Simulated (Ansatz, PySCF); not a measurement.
The pair A = N2 (SMILES N#N) (first 2 atoms), B = H4OSi (SMILES O[SiH3]); geometry from B3LYP-D3(BJ)/def2-TZVP.
(charge 0, multiplicity 1):
```xyz
8

N      0.153    -0.646    -1.146
N      0.360    -0.463    -0.091
O      0.884     0.081     3.013
Si    -0.510     0.195     3.888
H      0.817    -0.084     2.069
H     -1.370     1.307     3.410
H     -0.100     0.447     5.284
H     -1.307    -1.056     3.818
```

Frozen-core correlation. CBS: X⁻³ extrapolation of the correlation energy, Hartree–Fock from the larger set. MP2 and its Hartree–Fock in aug-cc-pV(T+d)Z are density fitted.

Codes used: Ansatz (Gaussian basis) for Hartree–Fock, density functionals and correlated methods; PySCF for the dispersion terms. Each number belongs to the level named beside it.

The monomers are drawn apart, rigid, along the line of their centres of mass. Counterpoise-corrected interaction energies (kcal/mol):

| level | R = 5.161 Å | R = 6.057 Å |
|---|---|---|
| PBE/def2-TZVPPD | -0.7226 | -0.2573 |
| PBE-D3(BJ)/def2-TZVPPD | -0.9673 | -0.3491 |
| wB97M-V/def2-TZVPPD | -0.7466 | -0.2903 |
| MP2/CBS(aug-cc-pV(D+d)Z, aug-cc-pV(T+d)Z) + ΔCCSD(T)/aug-cc-pV(D+d)Z | -0.8045 | -0.3028 |

**Question.** R is the distance of the centres of mass. Find the local exponent m of E ∝ R⁻ᵐ between the two points.

**Answer.** 
m = ln(E₁/E₂)/ln(R₂/R₁): PBE/def2-TZVPPD 6.4; PBE-D3(BJ)/def2-TZVPPD 6.4; wB97M-V/def2-TZVPPD 5.9; MP2/CBS(aug-cc-pV(D+d)Z, aug-cc-pV(T+d)Z) + ΔCCSD(T)/aug-cc-pV(D+d)Z 6.1. For scale, two fixed dipoles give m = 3, dipole and quadrupole 4, quadrupoles 5, and dispersion or dipole-induced dipole 6 at long range; at these distances several terms mix, and what is left of overlap and damping shifts m, so it need not match one of them.

Ansatz is a program for electronic structure.
